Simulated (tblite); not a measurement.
C7H7ClN (doublet state).
Atom-mapped SMILES: `[CH3:1][CH:2]/[CH:3]=[CH:4]/[C:5]([C:6]#[N:7])=[CH:8]/[Cl:9]` (hydrogens: H10, H11, H12 on C1; H13 on C2; H14 on C3; H15 on C4; H16 on C8)

Computed geometry: GFN2-xTB, gas phase. This method treats the open shell by occupation alone, without spin polarisation.

Q: What internal coordinates does the optimisation give?

A: 
```
                  bond  length (Å)
                 C1–C2       1.482
                 C2–C3       1.357
                 C3=C4       1.401
                 C4–C5       1.408
                 C5–C6       1.421
                 C6≡N7       1.146
                 C5=C8       1.372
                C8–Cl9       1.704
C1–H10, C1–H11, C1–H12       1.090
                C2–H13       1.082
                C3–H14       1.083
                C4–H15       1.081
                C8–H16       1.078
```

Bonds in one row agree within 0.01 Å and their mean is given. A selection of angles:
```
     angle  degrees
 C2–C1–H10    111.2
 C2–C1–H11    110.4
H10–C1–H11    109.0
H11–C1–H12    106.9
  C1–C2–C3    124.1
 C1–C2–H13    116.5
 C3–C2–H13    119.4
  C2–C3–C4    123.8
 C2–C3–H14    118.9
 C4–C3–H14    117.4
  C3–C4–C5    123.9
 C3–C4–H15    118.9
 C5–C4–H15    117.2
  C4–C5–C6    118.5
  C4–C5–C8    122.8
  C6–C5–C8    118.7
  C5–C6–N7    179.7
 C5–C8–Cl9    122.9
 C5–C8–H16    121.7
Cl9–C8–H16    115.4
```

Dihedral angles: C1–C2–C3–C4 180° (antiperiplanar); C2–C3–C4–C5 180° (antiperiplanar); C3–C4–C5–C6 -1° (synperiplanar); C4–C5–C8–Cl9 180° (antiperiplanar).

C8 (carbon bonded to C, Cl and H) is planar (angles 122.9°, 121.7° and 115.4°, sum 360.0°, 0.00 Å off the plane of its three neighbours). C3 (carbon bonded to 2 C and H) is planar (angles 123.8°, 118.9° and 117.4°, sum 360.0°, 0.00 Å off the plane of its three neighbours). C4 (carbon bonded to 2 C and H) is planar (angles 123.9°, 118.9° and 117.2°, sum 360.0°, 0.00 Å off the plane of its three neighbours). Of the pairs four or more bonds apart, C6···H14 is among the closest relative to their van der Waals radii: 2.50 Å, 86 % of the sum of Bondi's values. C2 (carbon bonded to 2 C and H) is planar (angles 124.1°, 119.4° and 116.5°, sum 360.0°, 0.00 Å off the plane of its three neighbours). The 9 heavy atoms lie in one plane (0.007 Å rms). The 6 C–C bonds span 1.357 Å (C2–C3, drawn single in a drawing that doesn't fit all lengths) to 1.482 Å (C1–C2, drawn single in a drawing that doesn't fit all lengths), a spread of 0.125 Å.

Point group: Cs (every atom within 0.08 Å of its image). Its GFN2-xTB frequencies are all real (lowest 61 cm⁻¹).

One conformer stands for the species.
